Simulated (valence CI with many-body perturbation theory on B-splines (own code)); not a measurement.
## Ir⁴⁶⁺: electric-dipole lines

Level of theory: valence CI with perturbative core correlation (CI+MBPT): three valence electrons over a frozen Dirac-Fock core [Ar] 3d10, radial functions for each j: 11 s, 11 p, 9 d, 7 f, 5 g, 2 h, 1 i, with the one-electron correlation potential Σ1 (screened to all orders), the two-electron term Σ2, the three-electron term Σ3, Breit, model QED; selected single and double excitations, second order for the rest (own B-spline code, finite nucleus).

The last digits are not significant, and no measured levels were compared; by estimate large intervals hold to a few tenths of a per cent, small ones and those within an open d or f shell to about a per cent.

Lines 51 to 100 of 275 in falling wavelength, among levels below 48.940 Ry, chosen from the strongest by gf and those to the six lowest levels. Wavelengths and rates use the calculated energies. Electric multipoles are in the length gauge, E1 and E2 with the static RPA response of the core. Weak lines are less certain than strong ones. Lines between different terms over intervals too small for the method are left out, as are lines whose strength nearly cancels. The highest levels of a list are the least certain.

Levels are named by their leading jj configuration (3d3/2^4 stands for four electrons in 3d with j = 3/2), which in mixed levels can hold well under half, so a name can repeat and another be missing. Letters in brackets count levels of one name in rising energy.

```csv
λ vac (Å),Upper,Lower,A (s⁻¹),log gf,Branch %
103.3,(4p1/2 4p3/2 4d3/2) J=5/2 [b],(4s 4p3/2 4d3/2) J=7/2,4.62e+10,-0.35,2.4
103.3,(4p1/2 4p3/2 4d5/2) J=9/2,(4s 4p3/2 4d5/2) J=9/2,3.20e+10,-0.29,7.0
101.3,(4p1/2 4p3/2 4d3/2) J=3/2 [b],(4s 4p3/2 4d3/2) J=5/2 [a],3.39e+10,-0.68,1.7
101.3,(4p1/2^2 4d3/2) J=3/2,(4s 4p1/2 4d3/2) J=3/2 [a],1.94e+10,-0.92,12.2
98.29,(4p1/2^2 4p3/2) J=3/2,(4s 4p1/2 4p3/2) J=3/2 [a],1.84e+10,-0.97,4.1
87.24,(4s 4p1/2 4d3/2) J=3/2 [a],(4s 4p1/2 4p3/2) J=3/2 [b],1.82e+10,-1.08,26.8
82.74,(4s 4p1/2 4d3/2) J=5/2,(4s 4p1/2 4p3/2) J=3/2 [b],1.50e+09,-2.03,3.6
81.72,(4p1/2 4p3/2 4d3/2) J=5/2 [a],(4p1/2 4p3/2^2) J=5/2,2.57e+10,-0.81,4.6
80.15,(4s 4p1/2 4d3/2) J=3/2 [a],(4s 4p1/2 4p3/2) J=5/2,6.57e+09,-1.60,9.7
77.51,(4p1/2^2 4d3/2) J=3/2,(4p1/2^2 4p3/2) J=3/2,4.44e+10,-0.80,27.9
76.34,(4s 4p1/2 4d3/2) J=5/2,(4s 4p1/2 4p3/2) J=5/2,2.56e+10,-0.87,61.7
75.76,(4s 4p1/2 4d3/2) J=3/2 [a],(4s 4p1/2 4p3/2) J=3/2 [a],6.69e+09,-1.64,9.9
75.76,(4s 4p1/2 4d3/2) J=1/2,(4s 4p1/2 4p3/2) J=3/2 [b],3.24e+09,-2.25,0.2
75.11,(4s 4p1/2 4d3/2) J=3/2 [b],(4s 4p1/2 4p3/2) J=3/2 [b],1.22e+10,-1.38,0.7
72.35,(4s 4p1/2 4d3/2) J=5/2,(4s 4p1/2 4p3/2) J=3/2 [a],1.95e+09,-2.04,4.7
72.20,(4s^2 4d3/2) J=3/2,(4s^2 4p3/2) J=3/2,7.27e+09,-1.64,0.5
70.32,(4s 4p1/2 4d5/2) J=5/2 [a],(4s 4p1/2 4p3/2) J=3/2 [b],3.73e+09,-1.78,1.0
70.19,(4s 4p3/2 4d5/2) J=3/2 [a],(4s 4p3/2^2) J=3/2,4.47e+10,-0.88,7.3
69.80,(4s 4p1/2 4d3/2) J=3/2 [b],(4s 4p1/2 4p3/2) J=5/2,1.62e+09,-2.32,0.1
67.96,(4s 4p1/2 4f7/2) J=5/2,(4s 4p1/2 4d5/2) J=3/2,1.49e+11,-0.21,36.6
67.91,(4s 4p1/2 4f7/2) J=7/2 [b],(4s 4p1/2 4d5/2) J=5/2 [b],1.11e+11,-0.21,39.1
67.56,(4s 4p1/2 4f7/2) J=5/2,(4s 4p1/2 4d5/2) J=5/2 [b],3.45e+10,-0.85,8.5
67.12,(4p1/2 4p3/2 4d5/2) J=3/2 [a],(4p1/2 4p3/2^2) J=3/2,1.02e+11,-0.56,11.9
67.11,(4s^2 4f7/2) J=7/2,(4s^2 4d5/2) J=5/2,1.02e+11,-0.26,30.4
66.95,(4s 4p1/2 4d3/2) J=1/2,(4s 4p1/2 4p3/2) J=3/2 [a],9.69e+09,-1.89,0.6
66.71,(4p1/2 4p3/2 4d5/2) J=5/2 [a],(4p1/2 4p3/2^2) J=5/2,1.21e+11,-0.32,15.6
66.63,(4s 4p1/2 4f7/2) J=7/2 [a],(4s 4p1/2 4d5/2) J=5/2 [a],1.62e+11,-0.06,84.5
66.44,(4s 4p1/2 4d3/2) J=3/2 [b],(4s 4p1/2 4p3/2) J=3/2 [a],2.23e+10,-1.23,1.3
66.42,(4s 4p1/2 4d5/2) J=3/2,(4s 4p1/2 4p3/2) J=1/2,1.50e+11,-0.40,29.4
66.15,(4s 4p1/2 4f7/2) J=9/2,(4s 4p1/2 4d5/2) J=7/2,1.48e+11,-0.01,86.2
65.99,(4p1/2 4p3/2 4d3/2) J=5/2 [a],(4s 4p1/2 4d5/2) J=3/2,3.33e+10,-0.88,5.9
65.94,(4s 4p1/2 4d5/2) J=5/2 [b],(4s 4p1/2 4p3/2) J=3/2 [b],1.64e+11,-0.19,50.9
65.76,(4s 4p1/2 4f7/2) J=7/2 [b],(4s 4p1/2 4d5/2) J=7/2,3.54e+10,-0.74,12.5
65.64,(4s 4p1/2 4d5/2) J=5/2 [a],(4s 4p1/2 4p3/2) J=5/2,9.48e+09,-1.44,2.4
65.57,(4s 4p1/2 4d5/2) J=3/2,(4s 4p1/2 4p3/2) J=3/2 [b],5.48e+10,-0.85,10.7
65.03,(4s 4p3/2 4d5/2) J=5/2 [a],(4s 4p3/2^2) J=5/2,1.85e+11,-0.15,36.1
64.64,(4p1/2^2 4d5/2) J=5/2,(4p1/2^2 4p3/2) J=3/2,2.48e+11,-0.03,67.2
64.23,(4p1/2 4p3/2 4d5/2) J=3/2 [b],(4p1/2 4p3/2^2) J=1/2,2.96e+11,-0.14,33.0
63.99,(4p1/2 4p3/2 4d5/2) J=1/2,(4p1/2 4p3/2^2) J=1/2,4.67e+11,-0.24,52.2
63.96,(4s^2 4d5/2) J=5/2,(4s^2 4p3/2) J=3/2,2.47e+11,-0.04,100.0
63.70,(4s 4p1/2 4d5/2) J=7/2,(4s 4p1/2 4p3/2) J=5/2,2.72e+11,0.12,93.7
63.64,(4s 4p3/2 4d5/2) J=1/2,(4s 4p3/2^2) J=1/2,4.99e+11,-0.22,73.1
63.54,(4s 4p3/2 4d5/2) J=3/2 [b],(4s 4p3/2^2) J=3/2,6.19e+10,-0.82,4.9
63.35,(4s 4p3/2 4d5/2) J=3/2 [a],(4s 4p3/2^2) J=5/2,6.33e+10,-0.82,10.4
63.18,(4s 4p3/2 4d3/2) J=7/2,(4s^2 4d5/2) J=5/2,1.00e+11,-0.32,10.2
62.83,(4p1/2 4p3/2 4d5/2) J=7/2 [b],(4p1/2 4p3/2^2) J=5/2,6.09e+11,0.46,61.8
62.71,(4s 4p3/2 4d5/2) J=7/2 [a],(4s 4p3/2^2) J=5/2,1.89e+11,-0.05,31.5
62.66,(4s 4p1/2 4d5/2) J=5/2 [a],(4s 4p1/2 4p3/2) J=3/2 [a],3.75e+11,0.12,96.2
62.36,(4s 4p3/2 4d5/2) J=3/2 [b],(4s 4p3/2^2) J=1/2,3.83e+11,-0.05,30.2
62.32,(4p1/2 4p3/2 4d3/2) J=7/2,(4s 4p1/2 4d5/2) J=5/2 [b],5.29e+10,-0.61,6.5
```

Question: How does gf follow from A for the line at 66.15 Å?

Answer: gf = 1.4992 × (2J+1)_upper × A / σ², with σ = 1511621 cm⁻¹ and 2J+1 = 10: gf = 0.968.
